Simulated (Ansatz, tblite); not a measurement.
Cost and result up the ladder for Ge24PH34 (59 atoms). Charge 0, multiplicity 2. Geometry: PBE-D4/def2-SVP.

Cartesian coordinates in Å:
```
Ge -2.3887 0.3278 -1.9397
Ge -1.7313 5.4653 -0.5245
Ge 0.2494 -2.4781 -2.7157
Ge 0.5465 2.4293 -1.6318
Ge -2.1822 -2.9427 0.2225
Ge -1.8381 1.9378 1.2585
Ge 0.1223 -6.0609 -0.8745
Ge 3.2884 -3.7305 -0.5919
Ge 0.6707 -4.2301 2.5713
Ge 3.4277 0.9893 0.6930
Ge 1.2104 0.5422 3.3943
Ge 1.3306 4.1991 1.7930
Ge -1.1941 -0.7912 -3.7534
Ge -3.7359 -1.2806 -0.6885
Ge -1.1848 -4.1450 -1.6541
Ge -0.7328 4.3489 -2.4547
Ge -3.2076 3.8374 0.5430
P -0.6597 0.8098 -0.4320
Ge 0.0310 6.1354 1.0400
Ge 1.9715 -1.7178 -1.1266
Ge 2.3570 3.0440 -0.1073
Ge -0.4202 -2.1739 1.7630
Ge -0.1098 2.5429 2.8797
Ge 1.8418 -5.2575 0.6740
Ge 1.7565 -0.8671 1.3058
H -3.1742 1.5997 -2.3892
H -2.5360 6.7249 -0.9736
H 1.0858 -3.1553 -3.8536
H 1.1268 1.6140 -2.8304
H -3.0116 -3.9386 1.1023
H -2.7448 0.8161 1.8566
H 0.7682 -6.7734 -2.0998
H -0.8259 -7.0770 -0.1712
H 3.7593 -4.4749 -1.8810
H 4.5521 -3.3577 0.2374
H -0.3691 -5.2632 3.1087
H 1.6672 -3.9071 3.7227
H 4.4619 0.4562 -0.3455
H 4.2087 1.3175 2.0040
H 0.4990 -0.3358 4.4696
H 2.5824 0.9914 3.9891
H 2.4402 4.6659 2.7865
H -2.2013 -1.5161 -4.6950
H -0.3918 0.2330 -4.6059
H -4.7296 -2.0066 -1.6431
H -4.5658 -0.5715 0.4193
H -2.3069 -4.5774 -2.6499
H -1.8359 3.8790 -3.4466
H 0.2278 5.3065 -3.2205
H -4.3104 3.3669 -0.4491
H -3.9113 4.4523 1.7892
H 0.9754 7.1585 0.3412
H -0.6127 6.8464 2.2676
H 2.8579 -0.6946 -1.9141
H 3.3834 3.9721 -0.8305
H -1.1648 -1.4666 2.9452
H -0.7658 3.1391 4.1653
H 2.6735 -6.4822 1.1715
H 2.7696 -1.8750 1.9792
```

Ansatz on 11 threads of AMD EPYC 7R13 on a shared host and a whole NVIDIA H100 80GB HBM3; xTB runs through tblite on one thread. Times are rough, summed over both states, and most runs start from the orbitals of an earlier one. PBE0-D4/def2-SVP serves as the yardstick here, not as an exact answer. The other state is a singlet, and no other spin of it was run.

The xTB rows come from tblite. B3LYP takes the VWN-RPA correlation. Single mean-field runs in def2-SVP are fitted with def2-universal-jkfit.

Raw xTB energies of ions are shifted by several eV, and xTB has no spin-polarisation term.

| level | functions | wall time | vertical IE (eV) | difference from PBE0-D4/def2-SVP (eV) |
| --- | --- | --- | --- | --- |
| GFN1-xTB | 293 | 2 s | 11.72 | 5.66 |
| GFN2-xTB | 259 | 2.3 s | 10.19 | 4.13 |
| PBE-D4/def2-SVP | 956 | 32 s | 5.91 | -0.15 |
| PBE0-D4/def2-SVP | 956 | 50 s | 6.06 | 0.00 |
| B3LYP-D4/def2-SVP (with forces) | 956 | 69 s | 6.08 | 0.02 |
